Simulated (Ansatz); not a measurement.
C$_{4}$H$_{9}$O, doublet, geometry from GFN2-xTB. Base run: CCSD/def2-SV(P) run with Ansatz (an electronic-structure program).

Here is a job for Ansatz.
Ansatz 0.2 input:
```yaml
crystal:
  periodic: [false, false, false]
  atoms:
    - {symbol: C, position_ang: [1.10185095, 0.08952401, -1.00660030]}
    - {symbol: C, position_ang: [0.01772599, -0.03721019, 0.14273398]}
    - {symbol: C, position_ang: [-1.00138603, -1.09986115, -0.33556832]}
    - {symbol: C, position_ang: [-0.65591332, 1.35163878, 0.26062417]}
    - {symbol: O, position_ang: [0.67474315, -0.39270925, 1.22380168]}
    - {symbol: H, position_ang: [0.60190441, 0.38294788, -1.92343626]}
    - {symbol: H, position_ang: [1.83273200, 0.83483806, -0.71033671]}
    - {symbol: H, position_ang: [1.59232464, -0.87111037, -1.12521481]}
    - {symbol: H, position_ang: [-1.45005469, -0.80729159, -1.28040919]}
    - {symbol: H, position_ang: [-1.77800021, -1.19526956, 0.41962203]}
    - {symbol: H, position_ang: [-0.51269828, -2.06411339, -0.44549336]}
    - {symbol: H, position_ang: [0.07364055, 2.09659039, 0.56636893]}
    - {symbol: H, position_ang: [-1.10446738, 1.64502156, -0.68401894]}
    - {symbol: H, position_ang: [-1.42699176, 1.29551237, 1.02536770]}
basis:
  gaussian:
    orbitals: def2-SV_P_.json
magnetization: {spin_polarized: true, initial_magnetization: 1}
correlation: {method: ccsd}
```
The basis file holds def2-SV(P) in the JSON format of the Basis Set Exchange.

Each row names what was changed in the base input (with any setting that the change needs).

```json
[
 {"change": "base", "ΔE vs base (mEh)": "0.000", "MP2 correlation (Eh)": "-0.65470", "CC correlation without the perturbative part (Eh)": "-0.71994", "basis functions": "88", "core-seconds (rough)": "90"},
 {"change": "method = rpa", "ΔE vs base (mEh)": "-46.608", "MP2 correlation (Eh)": "-", "CC correlation without the perturbative part (Eh)": "-", "basis functions": "88", "core-seconds (rough)": "7"},
 {"change": "fitting = cc-pVTZ-JKFIT (mean field), cc-pVTZ-RIFIT (correlation)", "ΔE vs base (mEh)": "0.072", "MP2 correlation (Eh)": "-0.65464", "CC correlation without the perturbative part (Eh)": "-0.71990", "basis functions": "88", "core-seconds (rough)": "90"},
 {"change": "method = ccsd_t", "ΔE vs base (mEh)": "-19.532", "MP2 correlation (Eh)": "-0.65470", "CC correlation without the perturbative part (Eh)": "-0.71994", "basis functions": "88", "core-seconds (rough)": "100"},
 {"change": "reference functional = pbe0", "ΔE vs base (mEh)": "3.439", "MP2 correlation (Eh)": "-", "CC correlation without the perturbative part (Eh)": "-0.74182", "basis functions": "88", "core-seconds (rough)": "20"},
 {"change": "method = mp2", "ΔE vs base (mEh)": "65.241", "MP2 correlation (Eh)": "-0.65470", "CC correlation without the perturbative part (Eh)": "-", "basis functions": "88", "core-seconds (rough)": "6"},
 {"change": "accuracy = high", "ΔE vs base (mEh)": "-0.004", "MP2 correlation (Eh)": "-0.65471", "CC correlation without the perturbative part (Eh)": "-0.71994", "basis functions": "88", "core-seconds (rough)": "100"},
 {"change": "method = bccd", "ΔE vs base (mEh)": "1.385", "MP2 correlation (Eh)": "-0.65470", "CC correlation without the perturbative part (Eh)": "-0.71856", "basis functions": "88", "core-seconds (rough)": "100"},
 {"change": "electrons = all", "ΔE vs base (mEh)": "-11.479", "MP2 correlation (Eh)": "-0.66710", "CC correlation without the perturbative part (Eh)": "-0.73142", "basis functions": "88", "core-seconds (rough)": "100"},
 {"change": "electrons = outside_noble_gas", "ΔE vs base (mEh)": "0.000", "MP2 correlation (Eh)": "-0.65470", "CC correlation without the perturbative part (Eh)": "-0.71994", "basis functions": "88", "core-seconds (rough)": "90"}
]
```
